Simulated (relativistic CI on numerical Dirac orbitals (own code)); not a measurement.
## Calculated levels, Au⁷⁴⁺

Computed by Dirac-Coulomb-Breit CI, separate exchange-only KLI orbitals for each configuration, model QED (radiative potential, 1s self-energy scaled to tabulated hydrogen-like ionisation energies), unscaled Slater integrals (own radial code, finite nucleus).

CI space (outside the closed core 1s2): 2s2.2p, 2s.2p2, 2p3, 2p2.3s, 2s2.3s, 2p2.3p, 2p2.3d, 2s2.3p, 2s2.3d, 2s.2p.3s, 2s.2p.3p, 2s.2p.3d, 2s2.4s, 2s2.4p, 2s2.4d, 2s2.4f. Levels of other configurations are missing.

The lowest level is 2s2.2p 2P°_1/2, with 100 % of that term; Hund's rules for 2s2.2p give 2P° with J = 1/2, in agreement.

| No. | Configuration | Term | J | E (10³ cm⁻¹) | % | Landé g | jj configuration (%) |
| --- | --- | --- | --- | --- | --- | --- | --- |
| 1 | 2s2.2p | 2P° | 1/2 | 0 | 100 | 0.607 | 2p1/2 (100) |
| 2 | 2s.2p2 | 4P | 1/2 | 2467 | 48 | 2.002 | 2s 2p1/2^2 (100) |
| 3 | 2s2.2p | 2P° | 3/2 | 15959 | 99 | 1.292 | 2p3/2 (99) |
| 4 | 2s.2p2 | 4P | 3/2 | 17702 | 89 | 1.609 | 2s 2p1/2 2p3/2 (100) |
| 5 | 2s.2p2 | 2D | 5/2 | 18044 | 64 | 1.295 | 2s 2p1/2 2p3/2 (100) |
| 6 | 2s.2p2 | 2P | 1/2 | 18699 | 68 | 1.273 | 2s 2p1/2 2p3/2 (100) |
| 7 | 2s.2p2 | 2D | 3/2 | 18714 | 61 | 0.969 | 2s 2p1/2 2p3/2 (100) |
| 8 | 2p3 | 2P° | 3/2 | 21260 | 48 | 1.303 | 2p3/2 (99) |
| 9 | 2s.2p2 | 4P | 5/2 | 33807 | 64 | 1.412 | 2s 2p3/2^2 (100) |
| 10 | 2s.2p2 | 2S | 1/2 | 34780 | 68 | 1.914 | 2s 2p3/2^2 (100) |
| 11 | 2s.2p2 | 2P | 3/2 | 34786 | 58 | 1.162 | 2s 2p3/2^2 (100) |
| 12 | 2p3 | 4S° | 3/2 | 36773 | 55 | 1.428 | 2p1/2 2p3/2^2 (100) |
| 13 | 2p3 | 2D° | 5/2 | 36959 | 100 | 1.155 | 2p1/2 2p3/2^2 (100) |
| 14 | 2p3 | 2P° | 1/2 | 37479 | 100 | 0.607 | 2p1/2 2p3/2^2 (100) |
| 15 | 2p3 | 2P° | 3/2 | 53117 | 51 | 1.282 | 2p3/2^3 (100) |
| 16 | 2s2.3s | 2S | 1/2 | 100044 | 98 | 1.977 | 3s (98) |
| 17 | 2s2.3p | 2P° | 1/2 | 100851 | 96 | 0.654 | 3p1/2 (96) |
| 18 | 2s.2p.3s | 4P° | 1/2 | 101699 | 85 | 2.347 | 2s 2p1/2 3s (99) |
| 19 | 2s.2p.3s | 4P° | 3/2 | 101943 | 58 | 1.519 | 2s 2p1/2 3s (100) |
| 20 | 2s.2p.3s | 2P° | 1/2 | 102230 | 95 | 0.678 | 2s 2p1/2 3s (99) |
| 21 | 2s.2p.3p | 4D | 1/2 | 102377 | 72 | 0.255 | 2s 2p1/2 3p1/2 (100) |
| 22 | 2s.2p.3p | 4D | 3/2 | 102624 | 39 | 1.075 | 2s 2p1/2 3p1/2 (100) |
| 23 | 2s.2p.3p | 4P | 1/2 | 103051 | 45 | 1.895 | 2s 2p1/2 3p1/2 (99) |
| 24 | 2p2.3s | 4P | 1/2 | 104644 | 45 | 1.977 | 2p1/2^2 3s (97) |
| 25 | 2p2.3p | 2P° | 1/2 | 105273 | 46 | 0.641 | 2p1/2^2 3p1/2 (98) |
| 26 | 2s2.3p | 2P° | 3/2 | 105562 | 98 | 1.316 | 3p3/2 (98) |
| 27 | 2s2.3d | 2D | 3/2 | 106064 | 98 | 0.782 | 3d3/2 (98) |
| 28 | 2s.2p.3p | 4P | 3/2 | 107204 | 31 | 1.385 | 2s 2p1/2 3p3/2 (100) |
| 29 | 2s2.3d | 2D | 5/2 | 107274 | 84 | 1.201 | 3d5/2 (84) |
| 30 | 2s.2p.3p | 4D | 5/2 | 107513 | 36 | 1.288 | 2s 2p1/2 3p3/2 (85) |

Energies count from the lowest computed level; ° marks odd parity. Filled j subshells are mostly left out of the jj labels.

The mean weight of the leading LS term, summed over parents, in these 30 levels is 70 %, and that of the leading jj configuration (from the same eigenvectors) 98 %, so jj coupling describes them better and the LS labels are nominal.

At this charge energies of transitions that change n are usually good to better than 1 %, and those within a shell (Δn = 0) to a few per cent.

LS names give the leading component of a level, which can be under half, so a name can repeat, a term be missing and a line seem to break the LS rules.
